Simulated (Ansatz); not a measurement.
Cost and result up the ladder for Li₂₀H₂₀ (started as a model of: 2x4x5 LiH rock-salt block) (40 atoms). The state is a singlet with charge 0. Geometry: PBE-D4/def2-SVP.

```xyz
40

Li   -2.669    2.149    3.189
H    -1.775    2.665    1.679
Li   -0.621    2.942    0.215
H     0.371    3.339   -1.336
Li    1.546    3.473   -2.732
H    -2.990    0.400    2.756
Li   -1.859    0.755    1.188
H    -0.787    1.109   -0.313
Li    0.283    1.427   -1.822
H     1.395    1.777   -3.405
Li   -2.983   -1.424    2.283
H    -1.919   -1.089    0.749
Li   -0.848   -0.763   -0.774
H     0.237   -0.412   -2.281
Li    1.337   -0.067   -3.787
H    -3.063   -3.233    1.800
Li   -2.000   -2.930    0.286
H    -0.964   -2.649   -1.278
Li    0.162   -2.251   -2.752
H     1.237   -1.883   -4.243
H    -1.236    1.883    4.243
Li   -0.162    2.251    2.751
H     0.962    2.649    1.277
Li    1.999    2.930   -0.285
H     3.064    3.233   -1.798
Li   -1.336    0.067    3.787
H    -0.237    0.412    2.280
Li    0.846    0.763    0.773
H     1.918    1.089   -0.748
Li    2.984    1.423   -2.281
H    -1.393   -1.777    3.405
Li   -0.284   -1.427    1.821
H     0.786   -1.108    0.312
Li    1.858   -0.755   -1.188
H     2.991   -0.400   -2.754
Li   -1.544   -3.473    2.733
H    -0.371   -3.339    1.335
Li    0.620   -2.942   -0.216
H     1.774   -2.665   -1.679
Li    2.670   -2.150   -3.188
```

Ansatz on 4 threads of AMD EPYC 7R43 on a shared host. Times are rough, and most runs start from the orbitals of an earlier one. CAM-B3LYP-D4/def2-TZVP serves as the yardstick here, not as an exact answer. Differences are given only for rows in sets of like size (and for xTB, whose basis is part of the method), since another set adds its own error. Binding counts from free atoms at the same level (Li doublet, H doublet; other spins of the atoms weren't run), without zero-point energy or a counterpoise term.

B3LYP takes the VWN-RPA correlation. Correlated methods freeze no core orbitals; core or outer-core shells of Li are correlated, in sets that lack core-valence functions. The rows differ in basis, and correlated rows in double-zeta sets carry the largest basis error.

Correlated methods converge slowly with the basis, most of all in double-zeta sets.

| level | functions | binding energy per atom (eV) | difference from CAM-B3LYP-D4/def2-TZVP (eV) |
| --- | --- | --- | --- |
| PBE-D4/def2-TZVP (with forces) | 400 | 2.17 | -0.11 |
| PBE-D4/def2-SVP | 280 | 2.21 | – |
| B3LYP-D4/6-31G | 220 | 2.25 | – |
| MP2/def2-SVP | 280 | 2.04 | – |
| BLYP-D4/def2-TZVP | 400 | 2.23 | -0.05 |
| r2SCAN-D4/def2-TZVP | 400 | 2.20 | -0.08 |
| HF/6-31G | 220 | 1.63 | – |
| PBE0-D4/def2-TZVP (with forces) | 400 | 2.17 | -0.11 |
| CAM-B3LYP-D4/def2-TZVP | 400 | 2.28 | 0.00 |
| PBE0-D4/def2-SVP | 280 | 2.20 | – |
| HF/STO-3G | 120 | 1.99 | – |

Task: Estimate how long each takes.

Result: HF/STO-3G 3.3 s; HF/6-31G 8 s; PBE-D4/def2-SVP 18 s; PBE-D4/def2-TZVP (with forces) 18 s; MP2/def2-SVP 19 s; B3LYP-D4/6-31G 19 s; BLYP-D4/def2-TZVP 20 s; PBE0-D4/def2-SVP 23 s; r2SCAN-D4/def2-TZVP 26 s; CAM-B3LYP-D4/def2-TZVP 33 s; PBE0-D4/def2-TZVP (with forces) 41 s. On shared hardware such times vary by a factor of up to 3.
